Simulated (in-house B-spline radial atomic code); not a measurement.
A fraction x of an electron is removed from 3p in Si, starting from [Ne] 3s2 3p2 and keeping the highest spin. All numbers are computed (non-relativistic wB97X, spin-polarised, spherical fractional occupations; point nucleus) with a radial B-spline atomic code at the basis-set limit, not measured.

Caution: exact exchange at fractional occupations of open shells leaves self-interaction of up to several eV.

```tsv
x	E(x) - E(0) (eV)	3p up level (eV)
0	0.0000	-5.701
0.1	0.5945	-6.191
0.16	0.9749	-6.489
0.27	1.7192	-7.045
0.49	3.3942	-8.188
0.5	3.4763	-8.241
0.51	3.5590	-8.294
0.72	5.4188	-9.423
0.87	6.8940	-10.249
0.97	7.9467	-10.806
1	8.2734	-10.975
```

The exact functional would give a straight line between the two integer points. Deviations E(x) - E(0) - x[E(1) - E(0)], in eV: -0.233 at x = 0.1, -0.349 at x = 0.16, -0.515 at x = 0.27, -0.66 at x = 0.49, -0.66 at x = 0.5, -0.66 at x = 0.51, -0.538 at x = 0.72, -0.304 at x = 0.87, -0.078 at x = 0.97.

The curve lies below the straight line by up to 0.66 eV (at x = 0.49): convex, the delocalisation error, to which spherically averaged exact exchange adds.

(1) How well does Slater's transition state (minus the level at half occupation) give the ionisation energy?

## Answers

(1) It gives 8.241 eV against 8.273 eV from the two total energies; NIST lists 8.15 eV, ground level to ground level. The end point has an open shell averaged over its orbitals, so its exact exchange keeps a self-interaction and this is no true integer point.
